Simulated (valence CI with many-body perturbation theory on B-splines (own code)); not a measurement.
# Br3+: electric-dipole lines

Calculated by configuration interaction combined with many-body perturbation theory (CI+MBPT): four valence electrons over a frozen Dirac-Fock core [Ar] 3d10, radial functions for each j: 11 s, 11 p, 9 d, 7 f, 5 g, 2 h, 1 i, with the one-electron correlation potential Σ1, the two-electron term Σ2, the three-electron term Σ3, Breit, model QED; selected CI, second order for the rest, scaled by the run's own slope (own B-spline code, finite nucleus).

No measured spectrum was set against this ion. As an estimate, levels hold to about 250 cm⁻¹ or 0.2 % of their energy and the worst to 1 %, as in measured heavy ions of charge 2 to 7; those with d or f electrons hold less well. Core correlation moves these levels by up to 6900 cm⁻¹, and in measured spectra 5 to 20 % of such shifts remained as error; rates that hang on mixing are uncertain with them. Among the levels kept, up to 470 cm⁻¹ of a level comes from second order outside the variational space, and about a tenth of that is noise between levels of different J, which matters for small intervals.

Lines 201 to 250 of 280 in falling wavelength, among levels below 271391 cm⁻¹, chosen from the strongest by gf and those to the six lowest levels. Wavelengths and rates use the calculated energies, so an error of 300 cm⁻¹ moves a line at 618.3 Å by 0.19 % and its rate by three times that or more. Electric multipoles are in the length gauge, E1 and E2 with the static RPA response of the core. Weak lines are less certain than strong ones. Lines between different terms over intervals too small for the method are left out, as are lines whose strength nearly cancels. Where a level lies close to another of its J and parity, the split of strength between their lines is uncertain. The highest levels of a list are the least certain.

Names give the largest LS component (configuration and term), which can be under half, so a name can repeat, a term be missing and a line seem to break the LS rules; names also repeat where a configuration has a term twice. Letters in brackets count levels of one name in rising energy.

```tsv
λ vac (Å)	Upper	Lower	A (s⁻¹)	log gf	Branch %
618.3	4s.4p3 1P°_1	4s2.4p2 3P_2	7.49e+08	-0.89	7.4
610.9	4s2.4p.5s 3P°_1	4s2.4p2 1D_2	2.57e+08	-1.37	1.6
607.1	4s.4p3 1P°_1	4s2.4p2 3P_1	1.88e+09	-0.51	18.6
606.0	4s2.4p.4d 3D°_2	4s2.4p2 1D_2	1.66e+09	-0.34	7.5
605.9	4s2.4p.4d 3D°_3	4s2.4p2 1D_2	2.66e+08	-0.99	1.2
604.0	4s2.4p.4d 3P°_1 [b]	4s2.4p2 1D_2	1.69e+09	-0.56	21.3
601.4	4s2.4p.4d 1D°_2	4s2.4p2 1D_2	1.69e+10	0.66	87.5
600.1	4s2.4p.4d 1P°_1	4s2.4p2 1S_0	1.90e+10	0.49	99.7
597.9	4s.4p2.4d 5D_1	4s.4p3 5S°_2	9.21e+07	-1.83	62.7
597.6	4s.4p3 1P°_1	4s2.4p2 3P_0	8.53e+08	-0.86	8.5
596.8	4s.4p2.4d 5D_2	4s.4p3 5S°_2	2.53e+08	-1.17	87.6
595.0	4s.4p2.4d 5D_3	4s.4p3 5S°_2	3.83e+08	-0.85	95.5
589.2	4s2.4p.5s 3P°_2	4s2.4p2 1D_2	1.08e+07	-2.55	0.5
587.1	4s2.4p.4d 3P°_2	4s2.4p2 3P_2	4.70e+09	0.08	26.4
585.3	4s2.4p.5s 1P°_1	4s2.4p2 1D_2	7.54e+09	0.07	96.7
582.6	4s2.4p.4d 3P°_1 [a]	4s2.4p2 3P_2	2.69e+09	-0.39	12.9
577.0	4s2.4p.4d 3P°_2	4s2.4p2 3P_1	1.24e+10	0.49	69.4
573.8	4s2.4p.5s 3P°_1	4s2.4p2 3P_2	5.74e+09	-0.07	36.3
573.8	4s.4p2.4d 3F_2	4s.4p3 5S°_2	2.18e+06	-3.27	0.1
572.6	4s2.4p.4d 3P°_1 [a]	4s2.4p2 3P_1	3.54e+08	-1.28	1.7
571.1	4s.4p2.4d 3F_3 [a]	4s.4p3 5S°_2	7.12e+06	-2.61	0.3
569.5	4s2.4p.4f 1F_3	4s.4p3 5S°_2	2.95e+05	-4.00	0.0
569.5	4s2.4p.4d 3D°_2	4s2.4p2 3P_2	1.20e+10	0.47	54.5
569.4	4s2.4p.4d 3D°_3	4s2.4p2 3P_2	2.21e+10	0.88	98.8
568.2	4s2.4p.5s 3P°_0	4s2.4p2 3P_1	1.79e+10	-0.06	100.0
568.1	4s2.4p.4d 1F°_3	4s2.4p2 1D_2	2.26e+10	0.88	98.5
567.7	4s2.4p.4d 3P°_1 [b]	4s2.4p2 3P_2	1.04e+09	-0.82	13.1
565.4	4s2.4p.4d 1D°_2	4s2.4p2 3P_2	2.35e+09	-0.25	12.2
564.2	4s2.4p.4d 3P°_1 [a]	4s2.4p2 3P_0	1.75e+10	0.40	84.1
564.1	4s2.4p.5s 3P°_1	4s2.4p2 3P_1	9.54e+09	0.14	60.4
561.2	4s.4p2.4d 3F_3 [b]	4s.4p3 5S°_2	2.30e+08	-1.12	12.0
560.4	4s2.4p.4f 3F_2	4s.4p3 5S°_2	1.32e+07	-2.51	0.5
559.9	4s2.4p.4d 3D°_2	4s2.4p2 3P_1	8.38e+09	0.29	38.0
559.8	4s2.4p.4d 3P°_0	4s2.4p2 3P_1	1.98e+09	-1.03	100.0
558.2	4s2.4p.4d 3P°_1 [b]	4s2.4p2 3P_1	4.21e+09	-0.23	52.9
556.0	4s2.4p.4d 1D°_2	4s2.4p2 3P_1	5.06e+07	-1.93	0.3
555.9	4s2.4p.5s 3P°_1	4s2.4p2 3P_0	2.71e+08	-1.42	1.7
554.6	4s2.4p.5s 3P°_2	4s2.4p2 3P_2	1.21e+09	-0.55	57.2
553.7	4s.4p2.4d 5P_3	4s.4p3 5S°_2	2.14e+10	0.84	99.3
552.4	4s2.4p.4f 3F_3	4s.4p3 5S°_2	7.61e+08	-0.61	22.1
551.1	4s2.4p.5s 1P°_1	4s2.4p2 3P_2	1.16e+07	-2.80	0.1
550.2	4s2.4p.4d 3P°_1 [b]	4s2.4p2 3P_0	1.01e+09	-0.86	12.8
550.1	4s.4p2.4d 5P_2	4s.4p3 5S°_2	2.32e+10	0.72	99.8
548.2	4s.4p2.4d 5P_1	4s.4p3 5S°_2	2.41e+10	0.51	99.9
545.5	4s2.4p.5s 3P°_2	4s2.4p2 3P_1	8.98e+08	-0.70	42.3
543.3	4s2.4p.4d 1P°_1	4s2.4p2 1D_2	3.39e+07	-2.35	0.2
542.2	4s2.4p.5s 1P°_1	4s2.4p2 3P_1	2.18e+08	-1.54	2.8
541.3	4s2.4p.4f 3D_3	4s.4p3 5S°_2	5.96e+07	-1.74	1.6
539.1	4s2.4p.4f 3D_2	4s.4p3 5S°_2	1.43e+07	-2.51	0.4
535.9	4s2.4p.4f 3D_1	4s.4p3 5S°_2	1.53e+06	-3.70	0.0
```
